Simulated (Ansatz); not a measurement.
Input file for Ansatz (a first-principles code): R-B2PLYP/def2-TZVPP on CH6InN (SMILES C[NH][InH2]). Elements past Kr take the def2 small-core potentials; no spin–orbit coupling. The run froze 11 orbitals, filled d shells among them.

Ansatz 0.2 input:
```yaml
crystal:
  periodic: [false, false, false]
  atoms:
    - {symbol: C, position_ang: [-1.31896578, 0.26910547, -0.04302968]}
    - {symbol: N, position_ang: [-0.14426830, -0.56252292, 0.14249735]}
    - {symbol: In, position_ang: [1.80453210, -0.03337260, -0.02470752]}
    - {symbol: H, position_ang: [-1.01765037, 1.28642748, -0.30041120]}
    - {symbol: H, position_ang: [-1.96424055, -0.09169771, -0.85384770]}
    - {symbol: H, position_ang: [-1.93419547, 0.33382255, 0.86321216]}
    - {symbol: H, position_ang: [-0.37701660, -1.51457602, 0.38280778]}
    - {symbol: H, position_ang: [2.03372282, 1.61788391, -0.43806285]}
    - {symbol: H, position_ang: [2.91808216, -1.30507017, 0.27154163]}
basis:
  gaussian:
    orbitals: def2-TZVPP
hamiltonian:
  xc: {name: B2PLYP}
magnetization: {spin_polarized: false}
correlation: {electrons: outside_noble_gas}
scf: {lower_state_search: off}
```

Program output:

```
WARN ansatz: RAYON_NUM_THREADS=1 ignored (pool sized by the plan → 1); use --threads N
Functional definition: B2PLYP
these checks for a lower state are left out or cut short: stability, starts, cluster_reference, orbital_swaps, neighbouring_geometries, increment
integrals: 0.31 GiB planned
1323 factors; integrals over basis functions are off by at most 1.1e-3 eV
mean field: 0.86 GiB planned
mean field evaluation 1: about -7778.2117 eV, gradient 5.5e1 eV
mean field evaluation 2: about -7778.2537 eV, gradient 5.5e1 eV
mean field evaluation 4: about -7784.4760 eV, gradient 1.1e1 eV
mean field evaluation 8: about -7784.7561 eV, gradient 6.4e-1 eV
mean field evaluation 16: about -7784.7573 eV, gradient 2.3e-4 eV
mean field -7784.75732250 eV, -286.0845549038 hartree, gradient 2.6e-6 eV, S^2 0.000000; 0 other end points of the search recorded, 0 dependent functions left out
11 core orbitals not correlated, not the lowest: weight in the atoms' cores, before any rotation towards them, 0.920 or more for the frozen orbitals, at most 0.091 for the correlated occupied ones
reference -7784.75751333 eV, -286.0845619168 hartree; 9, 9 occupied and 176, 176 virtual orbitals, 1323 factors
second order -15.81395355 eV of doubles, -0.00000000 eV of singles
Total energy: -7789.02728079 eV, -286.2414729768 hartree
Checks for a lower state left out: stability, starts, cluster_reference, orbital_swaps, neighbouring_geometries, increment
```

The run converged.

Cost: around 6 core-seconds (rough).
